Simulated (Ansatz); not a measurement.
Isolated molecules relaxed with PBE0-D4/def2-TZVP in Ansatz; ΔE leaves out vibrations. CBS: MP2 limit from def2 TZ/QZ plus the TZ coupled-cluster correction, frozen cores. Elements past krypton have def2 core potentials. For In outer-core shells are correlated without core-valence functions, which leaves a few kJ/mol of doubt a bond. One conformer a species, not always the lowest.

Reaction (ligand exchange at the Si–C bond): `[SiH3]CC1=CB1` + `[NH2][In]([OH])[SH]` → `[NH2][In]([SH])[O][SiH3]` + `CC1=CB1`

```
                   species  CCSD(T)/CBS(def2) energy (Eh)
           `[SiH3]CC1=CB1`                     -432.18211
     `[NH2][In]([OH])[SH]`                     -719.93709
`[NH2][In]([SH])[O][SiH3]`                    -1010.25817
                 `CC1=CB1`                     -141.90193
```

Task: Work out ΔE.

Result: ΔE = (-1010.25817) + (-141.90193) − (-432.18211) − (-719.93709) = -0.04090 Eh = -107.4 kJ/mol.

Largest T1 diagnostic among the species: 0.015.

In def2-TZVPP, CCSD(T) changes the Hartree–Fock value by +23.6 kJ/mol (the triples alone add +3.3 kJ/mol) and MP2 by +24.2 kJ/mol. From PBE to PBE0 (25 % exact exchange), in def2-TZVPP and without D4, ΔE moves by −7.3 kJ/mol. At CCSD(T), def2-SVP lies −3.1 kJ/mol from the extrapolated value and def2-TZVPP −0.1 kJ/mol.
